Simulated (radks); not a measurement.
Neutral nickel inside a hard spherical wall (all orbitals vanish at R), configuration held at [Ar] 3d8 4s2 and not refilled when levels cross. Calculated with a radial shooting solver on a logarithmic mesh with Libxc functionals: scalar-relativistic Kohn-Sham, r2SCAN, spin-polarised, spherical densities, finite nucleus; open shells are filled with parallel spins first; meta-GGA in the generalised Kohn-Sham scheme; Fermi nuclear charge, rms radius 3.7757 fm. Eigenvalues in eV for spin up, with the zero of energy where the potential of the charges vanishes at infinity; a dash marks a level that is unbound or too diffuse for the functional's potential to be trusted. A positive occupied level is held by the wall or, in an anion where self-interaction has pushed it up, behind a barrier. The pressure on the wall is -dE/dV.

R (bohr)  E (hartree)  kinetic (hartree)    e(3s)    e(3p)    e(3d)   e(4s)  e(4p, empty)  e(5s, empty)  pressure (GPa)
free      -1520.80069           1541.953  -116.21  -75.036  -10.273  -6.035        -0.892             -               0
20        -1520.80069           1541.953  -116.21  -75.036  -10.273  -6.035        -0.891             -        < 0.0001
12        -1520.80068           1541.953  -116.21  -75.034  -10.272  -6.034        -0.885         3.154        0.000221
10        -1520.80055           1541.954  -116.20  -75.022  -10.259  -6.024        -0.852         3.683         0.00423
8         -1520.79889           1541.969  -116.10  -74.917  -10.156  -5.934        -0.637         5.463          0.0832
6         -1520.77888           1542.091  -115.41  -74.234   -9.493  -5.284         0.593        11.823            1.75
4         -1520.52514           1543.154  -111.55  -70.400   -5.829  -0.420         7.854        39.628            54.3
3.5       -1520.24990           1544.157  -108.82  -67.708   -3.234   3.808        13.510        58.732             152
3         -1519.63698           1546.262  -104.14  -63.137    1.294  12.197        24.103        91.968             478
2.5       -1518.11818           1551.263  -95.696  -54.868    9.922  30.646        46.031        154.99            1810
2         -1513.66806           1565.570  -78.670  -37.814   28.873  77.574        98.060        289.86            9030
